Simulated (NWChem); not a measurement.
System: CH5BOS; SMILES CB(O)S

The following NWChem deck was run.

```
start job
memory heap 200 mb stack 900 mb global 1100 mb
geometry units angstroms noautosym nocenter noautoz
  B     -0.093245    -0.414497    -0.003967
  C      1.153823    -1.385270    -0.000887
  H      1.090056    -2.110707    -0.824013
  H      1.184212    -1.967291     0.931258
  H      2.113077    -0.866769    -0.092104
  O     -1.386154    -0.856471     0.000080
  H     -1.437573    -1.824476    -0.000509
  S      0.171805     1.395775    -0.002419
  H     -1.128833     1.760825     0.008958
end
basis spherical
  * library 6-31+g*
end
dft
  xc pbe0
  iterations 150
end
property
  response 1 0.0428
end
task dft property
```

All runs use the structure optimised with B3LYP/6-31G* (spherical d).

Field at 1065 nm.

Question: Give the results of this calculation. (PBE0/6-31+G* (spherical d).) Quantities: isotropic polarisability (bohr³); anisotropy (bohr³).

Answer: 
| Quantity | Value |
|---|---|
| isotropic polarisability (bohr³) | 48.3 |
| anisotropy (bohr³) | 19.8 |
